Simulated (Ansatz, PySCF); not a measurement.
Energy difference 2 R1 → P1, each structure at its B3LYP-D3(BJ)/def2-SVP stationary point, reached from a drawn start (curvature not checked).
P1, Al2Cl6 (SMILES [Cl][Al-]1([Cl])[Cl+][Al-]([Cl])([Cl])[Cl+]1) (charge 0, multiplicity 1, Z-matrix in Å and degrees):
```
Al
Cl 1 2.0884
Cl 1 2.0884 2 122.81
Cl 1 2.2924 2 109.65 3 -130.91
Al 4 2.2924 1 89.25 2 -111.20
Cl 5 2.0884 4 109.65 1 111.20
Cl 5 2.0884 6 122.81 4 -130.91
Cl 1 2.2924 2 109.65 4 -98.17
```
R1, AlCl3 (SMILES [Cl][Al]([Cl])[Cl]) (charge 0, multiplicity 1, Z-matrix in Å and degrees):
```
Al
Cl 1 2.0846
Cl 1 2.0846 2 120.00
Cl 1 2.0846 2 120.00 3 180.00
```

P less R. No zero-point or thermal terms.

Cores are frozen in the correlated methods.

The values were computed with Ansatz (Gaussian basis) for Hartree–Fock, density functionals and correlated methods; PySCF for the D3/D4 terms. All values are computed, each at the level named.

Question: Estimate the reaction energy that HF/cc-pV(D+d)Z returns for this input.

Answer: -18.0 kcal/mol

Question: What is the computed reaction energy (B3LYP-D3(BJ)/def2-TZVPP)?

Answer: -31.1 kcal/mol

Question: Give the reaction energy at the level CCSD(T)/cc-pV(D+d)Z.

Answer: -27.7 kcal/mol

Ansatz is a program for electronic structure.
